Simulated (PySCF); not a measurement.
Ga(F)(Cl)(vinyl) (C2H3ClFGa), SMILES [CH]([Ga]([Cl])[F])=C. Atoms are numbered in the order given.

```xyz
8

Ga    -0.1395    -0.2804     0.2405
F     -0.6275    -1.0991     1.7062
Cl     0.5731     1.7086     0.5511
C     -0.2092    -1.0566    -1.5167
C      0.2129    -0.3340    -2.5628
H     -0.5836    -2.0744    -1.6736
H      0.1974    -0.7294    -3.5862
H      0.5940     0.6874    -2.4422
```

Geometry: ωB97X-D3(BJ)/def2-SVP. The structure was generated by enumeration; whether it is a known compound was not checked. One conformer was computed; it need not be the lowest.

Calculation: PBE/pcSseg-1 run with PySCF.

GIAO shieldings, no solvent; atoms listed in one row are averaged. δ = σ(ref) − σ: ¹⁹F against CFCl3 (σ = 133.6 ppm); ³⁵Cl against HCl (σ = 936.5 ppm); ¹³C against TMS (σ = 182.0 ppm); ¹H against TMS (σ = 31.49 ppm), references at their B3LYP-D3(BJ)/def2-TZVP geometries, non-relativistic (without spin–orbit terms, shifts of atoms bonded to Cl or Br come out too high).

Computed chemical shifts:
| nucleus | atoms | count | δ (ppm) |
|---|---|---|---|
| ¹⁹F | F2 | 1 | -131.2 |
| ³⁵Cl | Cl3 | 1 | 33.9 |
| ¹³C | C5 | 1 | 158.1 |
| ¹³C | C4 | 1 | 140.6 |
| ¹H | H7 | 1 | 7.36 |
| ¹H | H8 | 1 | 7.10 |
| ¹H | H6 | 1 | 6.62 |
